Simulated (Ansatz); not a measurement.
One change: `BC(O)CF` becomes `OCC(O)CF`.

Ansatz, PBE0-D4/def2-TZVP geometries, multiplicity 1. Each molecule was computed in one conformer, which needn't be the lowest. `BC(O)CF` holds a close contact that its SMILES doesn't draw: O···B 1.70 Å.

```csv
property,`BC(O)CF`
HOMO–LUMO gap (PBE0/def2-TZVPP) / eV,8.20
size of the dipole moment (B3LYP/def2-TZVPP) / D,3.27
HOMO energy (PBE0/def2-TZVPP) / eV,-8.36
LUMO energy (ωB97M-V/def2-TZVPP) / eV,1.40
HOMO energy (ωB97M-V/def2-TZVPP) / eV,-10.72
LUMO energy (B3LYP/def2-TZVPP) / eV,-0.52
```

Task: What does the change do to each property? (Estimate.)

Result: Ansatz gave: 
| property | `OCC(O)CF` | shift |
| --- | --- | --- |
| HOMO–LUMO gap (PBE0/def2-TZVPP) / eV | 8.68 | 0.48 |
| size of the dipole moment (B3LYP/def2-TZVPP) / D | 2.48 | -0.79 |
| HOMO energy (PBE0/def2-TZVPP) / eV | -7.94 | 0.42 |
| LUMO energy (ωB97M-V/def2-TZVPP) / eV | 2.16 | 0.76 |
| HOMO energy (ωB97M-V/def2-TZVPP) / eV | -10.40 | 0.32 |
| LUMO energy (B3LYP/def2-TZVPP) / eV | 0.34 | 0.86 |

With PBE0 the HOMO rises by 0.42 eV and the LUMO rises by 0.91 eV, so the gap widens by about 0.49 eV. PBE moves the HOMO by 0.71 eV and ωB97M-V by 0.32 eV. Dipoles are sizes alone; their direction can turn.

Positive LUMOs are unbound, so they and the gaps depend on the basis.

B3LYP here is the variant with VWN-RPA as its local correlation; programs differ in this.
